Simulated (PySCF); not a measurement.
## Working with the constants of ZnCl

UHF-CCSD(T) constants of ZnCl, ²Σ⁺ (doublet), unpaired electrons σ ↑ (basis Zn pcseg-1, Cl pcseg-1; no relativity; PySCF 2.14; masses 63.9291 and 34.9689 u):

```
ωe              : 402.0 cm⁻¹
ωexe            : 1.71 cm⁻¹
Be              : 0.15983 cm⁻¹
αe              : 0.000887 cm⁻¹
D (centrifugal) : 1.01e-07 cm⁻¹
De to Zn + Cl   : 2.06 eV
```

Give the vibrational terms G(v) and spacings up to v = 6.

G(v) = ωe(v+½) − ωexe(v+½)².

```json
{"v": "0", "G(v) (cm⁻¹)": "200.6", "G(v) − G(v−1)": "", "Bv (cm⁻¹)": "0.1594"}
{"v": "1", "G(v) (cm⁻¹)": "599.2", "G(v) − G(v−1)": "398.6", "Bv (cm⁻¹)": "0.1585"}
{"v": "2", "G(v) (cm⁻¹)": "994.3", "G(v) − G(v−1)": "395.2", "Bv (cm⁻¹)": "0.1576"}
{"v": "3", "G(v) (cm⁻¹)": "1386.1", "G(v) − G(v−1)": "391.7", "Bv (cm⁻¹)": "0.1567"}
{"v": "4", "G(v) (cm⁻¹)": "1774.4", "G(v) − G(v−1)": "388.3", "Bv (cm⁻¹)": "0.1558"}
{"v": "5", "G(v) (cm⁻¹)": "2159.3", "G(v) − G(v−1)": "384.9", "Bv (cm⁻¹)": "0.1550"}
{"v": "6", "G(v) (cm⁻¹)": "2540.8", "G(v) − G(v−1)": "381.5", "Bv (cm⁻¹)": "0.1541"}
```

How well does the Morse estimate ωe²/(4ωexe) reproduce De, and what is D0?

It gives 2.93 eV, 142 % of the computed De. D0 = De − G(0) = 2.06 − 0.02 = 2.04 eV.

Correlated steps freeze 10 core orbitals. Correlated levels converge slowly with the basis: in double zeta they bind strong bonds too weakly, by up to about 1 eV, and carry superposition errors of some tenths. The state is the lowest determinant that a PBE0 search found; another state may lie lower at other levels.
